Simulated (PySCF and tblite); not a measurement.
3 regioisomers of C5H7NS2:

```
isomer                                                SMILES
     A    [N:1]#[C:2][CH:3]1[CH2:4][S:5][CH2:6][S:7][CH2:8]1
     B  [N:1]#[C:2][C@@H:3]1[CH2:4][CH2:5][S:6][CH2:7][S:8]1
     C    [N:1]#[C:2][CH:3]1[S:4][CH2:5][CH2:6][CH2:7][S:8]1
```

Protocol: conformer search, at most 6 conformers an isomer, GFN2-xTB geometries, energies PBE0/pcSseg-1 (D3(BJ) added where defined), GIAO shieldings PBE0/pcSseg-1, weights at 298.15 K with GFN2-xTB thermal terms. Programs: PySCF with density fitting and tblite.

(1) What shifts does each isomer give (ppm; of two unlike H on one atom, a is the less shielded)?

Unscaled ¹⁵N shifts at such levels can be off by tens of ppm; differences between conformers or isomers are more reliable. Shifts are unscaled: against experiment ¹³C can be off by 15 ppm or more and ¹H by 0.8 ppm.

Answers

(1) 
A: ¹H (against TMS): 4.03 (H6a, 1H), 3.46 (H6b, 1H), 2.94 (H4a/H8a, 2H), 2.81 (H4b/H8b, 2H), 2.67 (H3, 1H). ¹³C (against TMS): 124.9 (C2), 45.0 (C6), 40.6 (C4/C8), 29.9 (C3). ¹⁵N (against NH3): 302.5 (N1).

B: ¹H (against TMS): 4.81 (H7a, 1H), 3.52 (H5a, 1H), 3.42 (H7b, 1H), 3.35 (H3, 1H), 2.50 (H5b, 1H), 2.20 (H4a, 1H), 2.18 (H4b, 1H). ¹³C (against TMS): 122.2 (C2), 41.8 (C7), 33.5 (C4), 33.0 (C3), 32.9 (C5). ¹⁵N (against NH3): 310.2 (N1).

C: ¹H (against TMS): 3.91 (H3, 1H), 3.57 (H5a/H7a, 2H), 2.65 (H5b/H7b, 2H), 2.16 (H6a, 1H), 1.97 (H6b, 1H). ¹³C (against TMS): 119.1 (C2), 38.3 (C3), 34.4 (C5/C7), 30.6 (C6). ¹⁵N (against NH3): 310.6 (N1).


¹⁵N shifts are against a computed isolated NH3 molecule, about 20 ppm from the liquid.